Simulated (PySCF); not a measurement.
**Correlation energy of Cl⁺ (chlorine, charge +1)**

Starting occupation: [Ne] 3s2 3p4, 3p1/2 with m_j = -1/2, +1/2, 3p3/2 with m_j = +1/2, +3/2. All numbers are calculated (PySCF 2.14, X2C-1e with screened-nucleus spin-orbit coupling, Gaussian nucleus, in x2c-TZVPall-2c with one added diffuse shell each of s, p type (6s7p2d1f, 44 functions)). Frozen: [Ne]; 6 electrons correlated; the 6 highest virtual spinors left out.

MP2 pair energies summed by pair of shells (mhartree):

| pair | energy | share (%) |
| --- | --- | --- |
| 3p-3p | -58.99 | 46.5 |
| 3p-3s | -58.63 | 46.2 |
| 3s-3s | -9.27 | 7.3 |

Total MP2 correlation energy: -126.89 mhartree.

The GHF reference relaxed away from the jj start to a determinant that is no pure jj level (⟨S²⟩ = 2.00, ⟨J²⟩ = 6.02); the energies belong to that determinant.
